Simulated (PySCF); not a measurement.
# Al (aluminium, neutral): UHF calculation

Configuration: [Ne] 3s2 3p1, 2P determinant. Computed with PySCF 2.14 in aug-cc-pVTZ-DK (6s5p3d2f, 50 functions), with scalar relativity by spin-free X2C-1e.

| Quantity | Value |
| --- | --- |
| Total energy | -242.314531 hartree |
| One-electron energy | -337.2284 hartree |
| Hartree (Coulomb) energy | 113.0575 hartree |
| Exchange energy | -18.1437 hartree |
| ⟨S²⟩ | 0.7698 |
| ⟨L²⟩ | 2.061 |
| Sum of ⟨r⟩ | 13.69 bohr |
| Sum of ⟨r²⟩ | 33.30 bohr² |
| Traceless quadrupole moment −½Σ⟨3z² − r²⟩ along its main axis | -5.83 e·bohr² |
| Langevin diamagnetic susceptibility | -26.4 ×10⁻⁶ cm³/mol |

```tsv
shell	electrons	mean orbital energy (eV)	spread (eV)	rms radius, mean of both spins (bohr)
1s α	1	-1595.2	0	0.139
1s β	1	-1595.1	0	0.139
2s α	1	-134.14	0	0.676
2s β	1	-134.05	0	0.676
2p α	3	-87.607	0.197	0.674
2p β	3	-87.418	0.253	0.674
3s α	1	-11.615	0	2.81
3s β	1	-9.940	0	2.81
3p α	1	-5.919	0	3.72
```

Densities and radii are taken from the X2C orbitals without a picture-change correction, which distorts them close to the nucleus.

Spin-orbit constants ζ (cm⁻¹) from the X2C one-electron operator on these orbitals: bare nucleus, nucleus screened by l(l+1)(2l+1)/3 electrons, and screened by the Breit-Pauli mean field of the electrons.

| shell | bare | screened nucleus | mean field |
| --- | --- | --- | --- |
| 2p | 2664 | 2254 | 2069 |
| 3p | 82.40 | 69.72 | 62.08 |

To first order the Landé constant is A = 62.08 cm⁻¹, so the lowest level has J = 1/2 and lies 0.00770 eV below the centre of the term.
